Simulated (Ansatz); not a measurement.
Energy difference R1 → P1 + P2, each structure at its B3LYP-D3(BJ)/def2-TZVP stationary point, reached from a drawn start (curvature not checked).
P1: CF3 (SMILES F[C](F)F), charge 0, multiplicity 2.
R1, CF4 (SMILES FC(F)(F)F) (charge 0, multiplicity 1):
```xyz
5

F     -0.037    -1.040    -0.822
C      0.000     0.000     0.000
F     -0.140     1.119    -0.697
F     -0.986    -0.098     0.881
F      1.163     0.019     0.638
```
P2: F atom, charge 0, multiplicity 2.

```json
[
 {"level": "HF/cc-pVDZ", "reaction energy (kcal/mol)": "88.86", "minus CCSD(T)/cc-pVQZ": "-42.84", "cost": "-"},
 {"level": "HF/cc-pVTZ", "reaction energy (kcal/mol)": "90.51", "minus CCSD(T)/cc-pVQZ": "-41.19", "cost": "-"},
 {"level": "HF/cc-pVQZ", "reaction energy (kcal/mol)": "90.01", "minus CCSD(T)/cc-pVQZ": "-41.69", "cost": "-"},
 {"level": "SVWN5/def2-TZVPP", "reaction energy (kcal/mol)": "158.03", "minus CCSD(T)/cc-pVQZ": "26.33", "cost": "×0.7"},
 {"level": "PBE/def2-TZVPP", "reaction energy (kcal/mol)": "131.96", "minus CCSD(T)/cc-pVQZ": "0.26", "cost": "×1"},
 {"level": "BLYP/def2-TZVPP", "reaction energy (kcal/mol)": "125.49", "minus CCSD(T)/cc-pVQZ": "-6.21", "cost": "×1"},
 {"level": "revPBE/def2-TZVPP", "reaction energy (kcal/mol)": "124.39", "minus CCSD(T)/cc-pVQZ": "-7.31", "cost": "×1"},
 {"level": "B97M-V/def2-TZVPP", "reaction energy (kcal/mol)": "131.60", "minus CCSD(T)/cc-pVQZ": "-0.10", "cost": "×2"},
 {"level": "BHLYP/def2-TZVPP", "reaction energy (kcal/mol)": "120.33", "minus CCSD(T)/cc-pVQZ": "-11.37", "cost": "×1"},
 {"level": "CAM-B3LYP/def2-TZVPP", "reaction energy (kcal/mol)": "129.50", "minus CCSD(T)/cc-pVQZ": "-2.20", "cost": "×1"},
 {"level": "B2PLYP/def2-TZVPP", "reaction energy (kcal/mol)": "128.04", "minus CCSD(T)/cc-pVQZ": "-3.67", "cost": "×2"},
 {"level": "MP2/cc-pVDZ", "reaction energy (kcal/mol)": "130.94", "minus CCSD(T)/cc-pVQZ": "-0.76", "cost": "-"},
 {"level": "MP2/cc-pVTZ", "reaction energy (kcal/mol)": "137.23", "minus CCSD(T)/cc-pVQZ": "5.53", "cost": "-"},
 {"level": "MP2/cc-pVQZ", "reaction energy (kcal/mol)": "138.74", "minus CCSD(T)/cc-pVQZ": "7.04", "cost": "-"},
 {"level": "SCS-MP2/cc-pVQZ", "reaction energy (kcal/mol)": "135.20", "minus CCSD(T)/cc-pVQZ": "3.50", "cost": "-"},
 {"level": "CCSD/cc-pVDZ", "reaction energy (kcal/mol)": "122.91", "minus CCSD(T)/cc-pVQZ": "-8.79", "cost": "-"},
 {"level": "CCSD/cc-pVTZ", "reaction energy (kcal/mol)": "127.50", "minus CCSD(T)/cc-pVQZ": "-4.20", "cost": "-"},
 {"level": "CCSD(T)/cc-pVDZ", "reaction energy (kcal/mol)": "124.62", "minus CCSD(T)/cc-pVQZ": "-7.08", "cost": "×2"},
 {"level": "CCSD(T)/cc-pVTZ", "reaction energy (kcal/mol)": "130.26", "minus CCSD(T)/cc-pVQZ": "-1.44", "cost": "×20"},
 {"level": "CCSD(T)/cc-pVQZ", "reaction energy (kcal/mol)": "131.70", "minus CCSD(T)/cc-pVQZ": "0.00", "cost": "×400*"}
]
```

 The comparison column counts from a level with limits of its own.

P less R. No zero-point or thermal terms; singlets are restricted closed shells; open shells are unrestricted; no spin–orbit coupling.

Cores are frozen in the correlated methods.

Codes used: Ansatz (Gaussian basis) for Hartree–Fock, density functionals and correlated methods. No computed number here is a measurement.

Costs are rough ratios of core time to PBE/def2-TZVPP (about 6 s over the structures, on one shared machine); a dash marks a level with no comparable run of its own. A star marks coupled-cluster runs past 200 virtual orbitals, where the program's memory plan changes under this machine's limit, so their costs aren't comparable with smaller runs.

Ansatz is an electronic-structure program.
